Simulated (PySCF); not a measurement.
borohydride (BH4), SMILES [BH4-], charge -1. Atoms are numbered in the order given.

```xyz
5

B      0.0000     0.0000     0.0000
H      0.7170    -0.7170    -0.7170
H     -0.7170    -0.7170     0.7170
H     -0.7170     0.7170    -0.7170
H      0.7170     0.7170     0.7170
```
Charge -1, spin multiplicity 1.

The structure is a stationary point at ωB97X-D3(BJ)/def2-TZVPD.

Two levels are set side by side: PBE/pcJ-1 (PySCF) and B3LYP/pcJ-1 (PySCF). One-bond couplings, all four terms, same geometry. Isotopes: 11B, 1H. Differences are taken from unrounded values.

| quantity | B3LYP |
|---|---|
| ¹J(B1,H2) (Hz) | 88.9 |
| ¹J(B1,H3) (Hz) | 88.9 |
| ¹J(B1,H4) (Hz) | 88.9 |
| ¹J(B1,H5) (Hz) | 88.9 |

Question: What does PBE give, and how far is it from B3LYP? (An estimate is asked for; the answer gives what the named calculation found.)

Answer: 
```tsv
quantity	PBE	PBE minus B3LYP
¹J(B1,H2) (Hz)	81.8	-7.1
¹J(B1,H3) (Hz)	81.8	-7.1
¹J(B1,H4) (Hz)	81.8	-7.1
¹J(B1,H5) (Hz)	81.8	-7.1
```

Rough cost on one machine, each run with all the roots and properties that it gave: B3LYP against PBE within a factor of 2.
